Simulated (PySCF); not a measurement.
# Spinor energies of Cl⁴⁺ (chlorine, charge +4)

Start: [Ne] 3s2 3p1; 3p1/2 filled at m_j = +1/2. Calculated with PySCF 2.14 in x2c-TZVPPall-2c (5s6p3d1f, 45 functions): generalised Hartree-Fock with the X2C-1e Hamiltonian and a Gaussian nucleus; one run each with spin-orbit coupling (SO) switched off, then screened by Boettger's factors.

| spinor shell | electrons | ε, spin-free (eV) | ε, screened SO (eV) | weight of nominal j (screened SO) | rms radius, screened SO (bohr) |
| --- | --- | --- | --- | --- | --- |
| 1s1/2 | 2 | -2930.9 | -2930.8 | 1.000 | 0.105 |
| 2s1/2 | 2 | -354.31 | -354.27 | 1.000 | 0.476 |
| 2p1/2 | 2 | -283.40 | -285.05 | 0.991 | 0.447 |
| 2p3/2 | 4 | -283.40 | -282.54 | 0.995 | 0.450 |
| 3s1/2 | 2 | -80.088 | -80.073 | 0.996 | 1.46 |
| 3p1/2 | 1 | -67.475 | -67.593 | 0.952 | 1.56 |

```
   quantity   spin-free  screened SO
E (hartree)  -456.26960   -456.27499
        M_J         1/2          1/2
       ⟨J²⟩       1.052        0.909
       ⟨L²⟩       2.044        2.044
       ⟨S²⟩       0.765        0.765
```

Each row is a mean over spinors that exchange with the open shell spreads, by up to 1.709 eV (2p1/2).

⟨J²⟩ departs a little from M_J(M_J + 1) because the unrestricted spinors polarise the closed shells.

Without spin-orbit coupling the j labels of p, d and f shells carry no meaning; the spin-free column gives the mean over the occupied spinors of each nl shell, and its ⟨J²⟩ belongs to a mixture of degenerate components.
